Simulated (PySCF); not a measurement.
## Where the electron goes

Species: C₇H₁₃B.
SMILES with atom numbers: `[CH3:1][B:2]([CH3:3])[CH:4]=[C:5]1[CH2:6][CH2:7][CH2:8]1` (hydrogens: H9, H10, H11 on C1; H12, H13, H14 on C3; H15 on C4; H16, H17 on C6; H18, H19 on C7; H20, H21 on C8)

Geometry (PBE0-D3(BJ)/def2-SVP, Å), atoms numbered from 1 in this order:
```
atom  x, y, z in Å
C1    -1.5997   -0.7429   -0.6956
B2    -1.3586    0.2285    0.5267
C3    -2.5916    0.7956    1.3280
C4     0.0702    0.6699    0.9484
C5     1.2325    0.2515    0.4144
C6     2.6806    0.5544    0.7346
C7     3.1123   -0.4476   -0.3627
C8     1.6232   -0.7042   -0.6940
H9    -1.2150   -1.7467   -0.4348
H10   -1.0401   -0.4394   -1.5951
H11   -2.6600   -0.8586   -0.9646
H12   -2.9009    1.7198    0.7989
H13   -3.4719    0.1342    1.3196
H14   -2.3640    1.0947    2.3627
H15    0.1749    1.3773    1.7843
H16    2.9837    0.3013    1.7637
H17    2.9674    1.6035    0.5529
H18    3.6506   -1.3285    0.0147
H19    3.6998   -0.0112   -1.1828
H20    1.3050   -0.3827   -1.6991
H21    1.2712   -1.7393   -0.5577
```

Method used: TDDFT CAM-B3LYP/def2-SVPD, vertical, gas phase, core orbitals frozen in the response in PySCF 2.14.0, density-fitted response routines.

Frontier orbitals with the atoms that hold most of them (Löwdin shares over 4%, at most four atoms; ? is withheld):

| orbital | ε (eV) | atoms |
| --- | --- | --- |
| HOMO-3 | -10.56 | C6 19%, C7 18%, C8 14%, C5 11% |
| HOMO-2 | -9.79 | C1 24%, B2 23%, C3 21%, C4 6% |
| HOMO-1 | -9.56 | ? |
| HOMO | -8.48 | ? |
| LUMO | ? | B2 24%, C5 24%, C4 15%, C3 6% |
| LUMO+1 | 1.00 | B2 41%, C8 5%, C6 5%, C1 4% |
| LUMO+2 | 1.62 | C7 19%, H18 10%, H19 10%, C6 9% |

Which atoms hold the HOMO-1, and with what shares?

C4 (bonded to B, C and H) 19%; B2 (bonded to 3 C) 17%; C6 (bonded to 2 C and 2 H) 12%; C5 (bonded to 3 C) 12%. By element: carbon 42% or more, boron 17%.

Which atoms hold the HOMO, and with what shares?

C4 (bonded to B, C and H) 36%; C5 (bonded to 3 C) 28%; B2 (bonded to 3 C) 7%; C6 (bonded to 2 C and 2 H) 6%. By element: carbon 70% or more, boron 7%.

What is the LUMO energy, and the HOMO–LUMO gap?

ε(LUMO) = -0.04 eV; the gap is 8.45 eV (0.3104 hartree).

How does S1 compare with the orbital gap of 8.45 eV?

S1 is at 5.58 eV (f = 0.0043), 2.87 eV below the gap, made of HOMO-1→LUMO (94%). Its leading pair isn't HOMO and LUMO; the energies of that pair differ by 9.52 eV. Without the coupling terms of the response equations the lowest excitation would equal the gap.

One configuration dominates each of S1, S2, S3 and S4. Which, and how do the shares of the two leading atoms of either orbital change from the occupied to the empty one?

- S1 (5.58 eV, f 0.0043), HOMO-1→LUMO (94%): C4 19% → 15%, B2 17% → 24%, C5 12% → 24%
- S2 (5.62 eV, f 0.424), HOMO→LUMO (95%): C4 36% → 15%, C5 28% → 24%, B2 7% → 24%
- S3 (5.94 eV, f 0.016), HOMO-2→LUMO (90%): C1 24% → at most 7%, B2 23% → 24%, C5 at most 6% → 24%
- S4 (6.78 eV, f 0.0050), HOMO→LUMO+1 (90%): C4 36% → at most 5%, C5 28% → at most 5%, B2 7% → 41%, C8 at most 6% → 5%
